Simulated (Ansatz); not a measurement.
`CO[Si]1(F)CO1` + HCl → `F[Si]1(Cl)CO1` + CH₃OH  (ligand exchange at the Si–O bond)

Computed with Ansatz on PBE0-D4/def2-TZVP structures; ΔE is electronic, products minus reactants. CCSD(T)/CBS is the MP2 limit (def2-TZVPP, def2-QZVPP) plus CCSD(T) − MP2 in def2-TZVPP, frozen cores. This one scheme is used for every species. Functionals use def2-TZVPP. One conformer a species, not always the lowest.

`CO[Si]1(F)CO1`:

```xyz
11

C    -1.486    0.948   -1.145
O    -0.351    0.846   -0.308
Si    0.525   -0.442    0.073
F     0.080   -1.643   -0.861
C     1.364   -0.725    1.619
O     2.108   -0.260    0.364
H    -1.658    0.029   -1.711
H    -2.366    1.163   -0.536
H    -1.328    1.771   -1.843
H     1.413    0.022    2.408
H     1.699   -1.708    1.940
```

HCl:

```xyz
2

Cl   -0.581    0.252    0.088
H     0.581   -0.252   -0.088
```

`F[Si]1(Cl)CO1`:

```xyz
7

F    -1.758   -1.222   -0.072
Si   -0.434   -0.512    0.402
Cl    0.245   -1.519    2.005
C     0.541    0.543   -0.650
O    -0.395    1.109    0.411
H     0.221    0.816   -1.653
H     1.580    0.784   -0.442
```

CH₃OH:

Cartesian coordinates in Å:
```
C -0.305 -0.174 -0.060
O 0.982 0.323 -0.346
H -0.638 -0.723 -0.941
H -1.029 0.626 0.137
H -0.306 -0.865 0.793
H 1.296 0.813 0.417
```

CCSD(T)/CBS gives +0.15 eV.

Q: Another level gave +0.18 eV. Which?
A. HF/def2-TZVPP
B. CCSD(T)/def2-TZVPP
C. r2SCAN/def2-TZVPP
D. PBE-D4/def2-TZVPP

A: B. CCSD(T)/def2-TZVPP 0.18, r2SCAN 0.11, HF/def2-TZVPP 0.23, PBE-D4 0.04 eV.

Largest T1 diagnostic among the species: 0.012.

From PBE to PBE0 (25 % exact exchange), in def2-TZVPP and without D4, ΔE moves by +0.03 eV. In def2-TZVPP, CCSD(T) changes the Hartree–Fock value by −0.05 eV (the triples alone add −0.02 eV) and MP2 by −0.09 eV.
